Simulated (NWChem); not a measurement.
Program: NWChem. System: ethylenediamine (C2H8N2), charge 0, spin multiplicity 1, at a geometry optimised with B3LYP/def2-SVP. Level: LC-wPBE (omega 0.3 per bohr)/def2-TZVP.

Part of the output:

```
             Northwest Computational Chemistry Package (NWChem) 7.3.0
             --------------------------------------------------------

                                NWChem Input Module
                                -------------------

 Scaling coordinates for geometry "geometry" by  1.889725989
 (inverse scale =  0.529177249)

 Turning off AUTOSYM since
 SYMMETRY directive was detected!

                             Geometry "geometry" -> ""
                             -------------------------

 Output coordinates in angstroms (scale by  1.889725989 to convert to a.u.)

  No.       Tag          Charge          X              Y              Z
 ---- ---------------- ---------- -------------- -------------- --------------
    1 N                    7.0000     0.27958700    -1.85065100    -0.05199900
    2 C                    6.0000    -0.47130000    -0.60084100    -0.03332000
    3 C                    6.0000     0.47130000     0.60084100    -0.03332000
    4 N                    7.0000    -0.27958700     1.85065100    -0.05199900
    5 H                    1.0000    -0.34995300    -2.64491200    -0.16178500
    6 H                    1.0000     0.75791200    -1.99185100     0.83907700
    7 H                    1.0000    -1.17317800    -0.49918100     0.82706500
    8 H                    1.0000    -1.09524200    -0.54446100    -0.94044500
    9 H                    1.0000     1.09524200     0.54446100    -0.94044500
   10 H                    1.0000     1.17317800     0.49918100     0.82706500
   11 H                    1.0000     0.34995300     2.64491200    -0.16178500
   12 H                    1.0000    -0.75791200     1.99185100     0.83907700

 Effective nuclear repulsion energy (a.u.)     131.6731628820

            Nuclear Dipole moment (a.u.)
            ----------------------------
        X                 Y               Z
 ---------------- ---------------- ----------------
     0.0000000000     0.0000000000    -0.0000037795

      Symmetry information
      --------------------

 Group name             C2
 Group number              4
 Group order               2
 No. of unique centers     6

      Symmetry unique atoms

     1    2    5    6    7    8


 Summary of "ao basis" -> "" (spherical)
 ------------------------------------------------------------------------------
       Tag                 Description            Shells   Functions and Types
 ---------------- ------------------------------  ------  ---------------------
[...]
              MO Center= -4.6D-14,  4.2D-13, -7.3D-02, r^2= 4.2D+00
   Bfn.  Coefficient  Atom+Function         Bfn.  Coefficient  Atom+Function
  ----- ------------  ---------------      ----- ------------  ---------------
     8      0.198473   1 N  pz              101     -0.198473   4 N  pz
     6     -0.176428   1 N  px               99     -0.176428   4 N  px
    11      0.167341   1 N  pz              104     -0.167341   4 N  pz
    12     -0.162868   1 N  px              105     -0.162868   4 N  px
    14      0.156315   1 N  pz              107     -0.156315   4 N  pz

 Vector   17  Occ=2.000000D+00  E=-3.284211D-01  Symmetry=a
              MO Center=  3.8D-14, -4.0D-13, -8.8D-02, r^2= 4.2D+00
   Bfn.  Coefficient  Atom+Function         Bfn.  Coefficient  Atom+Function
  ----- ------------  ---------------      ----- ------------  ---------------
     8      0.208571   1 N  pz              101      0.208571   4 N  pz
    14      0.183061   1 N  pz              107      0.183061   4 N  pz
    11      0.174636   1 N  pz              104      0.174636   4 N  pz
     6     -0.172670   1 N  px               99      0.172670   4 N  px
     9     -0.146616   1 N  px               12     -0.145985   1 N  px

 Vector   18  Occ=0.000000D+00  E= 1.077892D-01  Symmetry=a
              MO Center=  2.5D-13, -6.5D-14,  7.5D-01, r^2= 8.5D+00
   Bfn.  Coefficient  Atom+Function         Bfn.  Coefficient  Atom+Function
  ----- ------------  ---------------      ----- ------------  ---------------
    36      1.795025   2 C  s                67      1.795025   3 C  s
   139     -1.194759   7 H  s               157     -1.194759  10 H  s
     5      0.907670   1 N  s                98      0.907670   4 N  s
   145     -0.799037   8 H  s               151     -0.799037   9 H  s
   133     -0.783493   6 H  s               169     -0.783493  12 H  s

 Vector   19  Occ=0.000000D+00  E= 1.150501D-01  Symmetry=b
              MO Center= -5.1D-16, -2.9D-15,  3.4D-01, r^2= 1.0D+01
   Bfn.  Coefficient  Atom+Function         Bfn.  Coefficient  Atom+Function
  ----- ------------  ---------------      ----- ------------  ---------------
     5      1.421902   1 N  s                98     -1.421902   4 N  s
    36      1.072465   2 C  s                67     -1.072465   3 C  s
   127     -0.974731   5 H  s               163      0.974731  11 H  s
   133     -0.789428   6 H  s               169      0.789428  12 H  s
    44      0.421458   2 C  py               75      0.421458   3 C  py

 Vector   20  Occ=0.000000D+00  E= 1.541961D-01  Symmetry=b
              MO Center= -2.4D-13,  2.2D-14,  4.8D-01, r^2= 8.2D+00
   Bfn.  Coefficient  Atom+Function         Bfn.  Coefficient  Atom+Function
  ----- ------------  ---------------      ----- ------------  ---------------
    36      4.206163   2 C  s                67     -4.206163   3 C  s
   139     -1.478401   7 H  s               157      1.478401  10 H  s
   145     -1.326226   8 H  s               151      1.326226   9 H  s
   133      0.885472   6 H  s               169     -0.885472  12 H  s
     5     -0.771353   1 N  s                98      0.771353   4 N  s

 center of mass
 --------------
 x =   0.00000000 y =  -0.00000000 z =  -0.03521319

 moments of inertia (a.u.)
 ------------------
         473.148220423109          23.174444921528           0.000000000000
          23.174444921528          67.249852756725          -0.000000000000
           0.000000000000          -0.000000000000         506.723765190197

     Multipole analysis of the density
     ---------------------------------

     L   x y z        total         alpha         beta         nuclear
     -   - - -        -----         -----         ----         -------
     0   0 0 0      0.000000    -17.000000    -17.000000     34.000000

     1   1 0 0     -0.000000     -0.000000     -0.000000      0.000000
     1   0 1 0     -0.000000     -0.000000     -0.000000      0.000000
     1   0 0 1      0.778265      0.389134      0.389134     -0.000004

     2   2 0 0    -20.628036    -28.714726    -28.714726     36.801416
     2   1 1 0      2.906284      6.184715      6.184715     -9.463147
     2   1 0 1      0.000000      0.000000      0.000000      0.000000
     2   0 2 0    -17.167320   -143.030920   -143.030920    268.894519
     2   0 1 1      0.000000      0.000000      0.000000      0.000000
     2   0 0 2    -19.652267    -18.126310    -18.126310     16.600353

 Task  times  cpu:      267.1s     wall:      267.1s

 Total times  cpu:      267.2s     wall:      267.2s
```

Problem. Write an NWChem input that would produce this output.

Solution. Several could match; the one computed here: 
```
start mol
memory heap 200 mb stack 900 mb global 1100 mb
geometry units angstroms nocenter noautoz
  N      0.279587    -1.850651    -0.051999
  C     -0.471300    -0.600841    -0.033320
  C      0.471300     0.600841    -0.033320
  N     -0.279587     1.850651    -0.051999
  H     -0.349953    -2.644912    -0.161785
  H      0.757912    -1.991851     0.839077
  H     -1.173178    -0.499181     0.827065
  H     -1.095242    -0.544461    -0.940445
  H      1.095242     0.544461    -0.940445
  H      1.173178     0.499181     0.827065
  H      0.349953     2.644912    -0.161785
  H     -0.757912     1.991851     0.839077
  symmetry group C2
end
basis spherical
  * library def2-tzvp
end
dft
  xc xwpbe 1.00 cpbe96 1.0 hfexch 1.00
  cam 0.3 cam_alpha 0.00 cam_beta 1.00
  direct
  iterations 100
end
task dft energy
```
